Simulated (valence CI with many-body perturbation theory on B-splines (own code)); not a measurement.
E1 transitions of Rb⁶⁺

Method: relativistic CI+MBPT: three valence electrons over a frozen Dirac-Fock core [Ar] 3d10, a basis of 11 s, 11 p, 10 d, 8 f, 5 g, 2 h functions for each j, with the one-electron correlation potential Σ1, the two-electron term Σ2, the three-electron term Σ3, Breit, model QED; selected CI, second order for the rest, scaled by the run's own slope (own B-spline code, finite nucleus).

Against 19 measured levels this calculation errs by 135 cm⁻¹ on average and by 327 at most. These come from a selection out of Sansonetti, J. Phys. Chem. Ref. Data 35, 301 (2006). Levels without a partner in it may be off by more.

Lines 101 to 150 of 544 in falling wavelength, among levels below 81.754 eV, chosen from the strongest by gf and those to the six lowest levels. Wavelengths and rates use the calculated energies, so an error of 100 cm⁻¹ moves a line at 92.87 nm by 0.093 % and its rate by three times that or more. Electric multipoles are in the length gauge, E1 and E2 with the static RPA response of the core. Weak lines are less certain than strong ones. Lines between different terms over intervals too small for the method are left out, as are lines whose strength nearly cancels. Where a level lies close to another of its J and parity, the split of strength between their lines is uncertain. The highest levels of a list are the least certain.

Names give the largest LS component (configuration and term), which can be under half, so a name can repeat, a term be missing and a line seem to break the LS rules; names also repeat where a configuration has a term twice. Letters in brackets count levels of one name in rising energy.

```tsv
λ vac (nm)	Upper	Lower	A (s⁻¹)	log gf	Branch %
121.8	4s2.5f 2F°_5/2	4s2.5d 2D_5/2	2.69e+08	-0.45	4.1
121.5	4s.4p.5d 4D°_5/2	4s.4p.5p 4P_3/2 [a]	3.67e+08	-0.31	8.7
121.1	4s2.5f 2F°_5/2	4s2.5d 2D_3/2	3.78e+09	0.70	58.3
121.1	4s.4p.5d 2F°_5/2 [a]	4s.4p.5p 2D_3/2 [a]	3.44e+08	-0.34	7.6
120.2	4s.4p.5d 2F°_5/2 [b]	4s.4p.5p 2D_5/2 [a]	7.12e+08	-0.03	16.1
120.2	4s.4p.5d 4D°_3/2	4s.4p.5p 4P_3/2 [b]	4.17e+08	-0.44	9.9
120.0	4s.4p.5d 4F°_7/2	4p2.4d 4D_7/2	2.03e+08	-0.46	4.8
119.8	4s.4p.5d 2F°_5/2 [a]	4p2.4d 2P_3/2 [a]	3.29e+08	-0.37	7.3
118.4	4s.4p.5d 4F°_9/2	4p2.4d 4D_7/2	9.58e+08	0.30	21.4
115.9	4s.4p.5d 4P°_3/2	4s.4p.5p 4S_3/2	1.27e+09	0.01	28.8
115.9	4s.4p.5d 2F°_5/2 [b]	4s.4p.5p 4S_3/2	1.59e+09	0.28	36.0
115.9	4s.4p.5d 2F°_7/2	4s.4p.5p 2D_5/2 [a]	2.94e+09	0.67	68.2
115.2	4s2.5d 2D_3/2	4s2.5p 2P°_3/2	5.56e+08	-0.35	13.0
115.1	4s.4p.5d 4D°_1/2	4s.4p.5p 4P_1/2	2.37e+09	-0.03	58.0
115.0	4s.4p.5d 4D°_5/2	4s.4p.5p 2P_3/2 [a]	1.67e+09	0.30	39.6
114.9	4s.4p.5d 4F°_7/2	4s.4p.5p 4P_5/2 [b]	1.36e+09	0.33	31.9
114.8	4s.4p.5d 4D°_3/2	4s.4p.5p 4P_1/2	6.73e+08	-0.27	16.0
114.5	4s2.5d 2D_5/2	4s2.5p 2P°_3/2	3.35e+09	0.60	83.1
114.5	4s.4p.5d 4P°_1/2	4s.4p.5p 4S_3/2	2.07e+09	-0.09	46.5
114.3	4s.4p.5d 4P°_5/2	4s.4p.5p 2D_3/2 [a]	1.44e+09	0.23	32.2
114.3	4s.4p.5d 2F°_5/2 [a]	4s.4p.5p 4P_3/2 [b]	1.22e+09	0.16	27.2
113.1	4s.4p.5d 4F°_7/2	4s.4p.5p 4P_5/2 [a]	4.63e+08	-0.15	10.9
113.1	4s.4p.5d 4P°_5/2	4s.4p.5p 4P_5/2 [b]	7.99e+08	-0.04	17.9
113.1	4s.4p.5d 2F°_5/2 [a]	4s.4p.5p 4P_3/2 [a]	7.34e+08	-0.07	16.3
112.8	4s.4p.5d 4F°_9/2	4p2.4d 2G_7/2	2.02e+08	-0.41	4.5
112.8	4s.4p.5d 4D°_3/2	4s.4p.5p 2P_1/2 [a]	1.06e+09	-0.09	25.2
112.6	4s.4p.5d 2D°_5/2	4s.4p.5p 4D_5/2	5.26e+08	-0.22	11.1
112.2	4s.4p.5d 4D°_7/2	4s.4p.5p 4D_5/2	2.81e+09	0.63	66.7
112.1	4s.4p.5d 4P°_3/2	4s.4p.5p 2D_3/2 [a]	5.19e+08	-0.41	11.7
112.0	4s.4p.5d 2F°_5/2 [b]	4s.4p.5p 2D_3/2 [a]	5.06e+08	-0.24	11.4
112.0	4s.4p.5d 2D°_5/2	4s.4p.5p 2P_3/2 [a]	1.26e+09	0.15	26.6
111.4	4s.4p.5d 4P°_5/2	4s.4p.5p 4P_5/2 [a]	8.31e+08	-0.03	18.6
111.3	4s.4p.5d 2D°_3/2	4s.4p.5p 4P_1/2	6.67e+08	-0.31	14.2
111.0	4s.4p.5d 4F°_7/2	4s.4p.5p 4D_7/2	1.10e+09	0.21	25.8
110.9	4s2.5d 2D_3/2	4s2.5p 2P°_1/2	3.00e+09	0.35	70.2
110.9	4s.4p.5d 4P°_3/2	4s.4p.5p 4P_5/2 [b]	8.58e+08	-0.20	19.4
110.7	4s.4p.5d 4P°_1/2	4s.4p.5p 2D_3/2 [a]	9.54e+08	-0.46	21.4
110.5	4s.4p.5d 2P°_3/2	4s.4p.5p 4S_3/2	6.38e+08	-0.33	13.7
109.7	4s.4p.5d 4F°_9/2	4s.4p.5p 4D_7/2	2.78e+09	0.70	62.1
109.6	4s.4p.5d 4D°_5/2	4s.4p.5p 4D_3/2	1.43e+09	0.19	34.0
109.5	4s2.6f 2F°_7/2	4s.4p.5p 2D_5/2 [a]	3.55e+08	-0.29	14.9
109.3	4s.4p.5d 2D°_3/2	4s.4p.5p 2P_1/2 [a]	1.62e+09	0.07	34.6
107.9	4s.4p.5d 2F°_5/2 [a]	4s.4p.5p 4D_5/2	5.61e+08	-0.23	12.5
107.5	4s.4p.5d 4F°_3/2	4s.4p.5p 4D_1/2	3.07e+09	0.33	66.3
107.5	4s.4p.5d 4D°_3/2	4s.4p.5p 4D_3/2	5.22e+08	-0.44	12.4
106.9	4s.4p.5d 2D°_5/2	4s.4p.5p 4D_3/2	1.67e+09	0.23	35.3
104.3	4s.4p.5d 2D°_3/2	4s.4p.5p 4D_3/2	6.20e+08	-0.39	13.2
104.0	4s.4p.5d 4F°_7/2	4s.4p.5p 4D_5/2	4.55e+08	-0.23	10.7
96.15	4s.4p.5d 2P°_3/2	4s.4p.5p 2P_3/2 [a]	7.96e+08	-0.36	17.1
92.87	4p3 2D°_5/2	4s.4p2 2P_3/2	4.69e+08	-0.44	16.8
```
